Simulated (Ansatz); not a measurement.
Frontier orbitals of C$_{2}$H$_{8}$O$_{3}$Sn (`C[CH2][Sn]([OH])([OH])[OH]`).

The species carries charge 0 and has multiplicity 1. Correlated methods include outer-core shells of Sn, which these sets cover unevenly. Sn takes the def2 core potential. The geometry is a stationary point of PBE0-D4/def2-TZVP. It is one conformer, not always the lowest. Basis def2-TZVPP, Ansatz 0.2.0.

Orbital energies of one run (eV). Highest occupied ones, from the top: -6.51, -6.78, -6.79, -7.68, -7.70, -7.77, -8.78, -9.07, -9.50, -10.45, -11.01, -11.30, -11.42, -12.86. Empty: -1.68, -0.12, 0.02, 0.39, 1.01, 1.51.

Which functional gave them?
A. ωB97M-V
B. HSE06 (plane-wave form)
C. B3LYP
D. BLYP

D. HOMO energies: BLYP -6.51, B3LYP -7.86, ωB97M-V -10.35, HSE06 -7.68 eV.

B3LYP here is the variant with VWN-RPA as its local correlation; programs differ in this.
